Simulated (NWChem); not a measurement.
## Correlation energy of F₂Ge

```
Ge
F 1 1.7471
F 1 1.7471 2 97.20
```
Charge 0, spin multiplicity 1.

Program: NWChem. The geometry was optimised at PBE0/def2-SVP, a minimum by its harmonic frequencies.

Basis set: def2-SVP. Each correlation energy counts from its own Hartree-Fock reference.

The Hamiltonian is non-relativistic. The correlated methods keep 11 core orbitals frozen. The structure started from a generated list of species. No row is a measurement; the coupled-cluster row has its own basis-set and correlation limits.

Q: One of these methods gave a correlation energy of -581.2 mHa. Which?
(A) CR-CCSD[T]
(B) SCS-MP2
(C) MP2
(D) CR-CCSD(T)

A: C, MP2. The others give -550.2 (SCS-MP2), -592.9 (CR-CCSD[T]), -591.0 (CR-CCSD(T)).
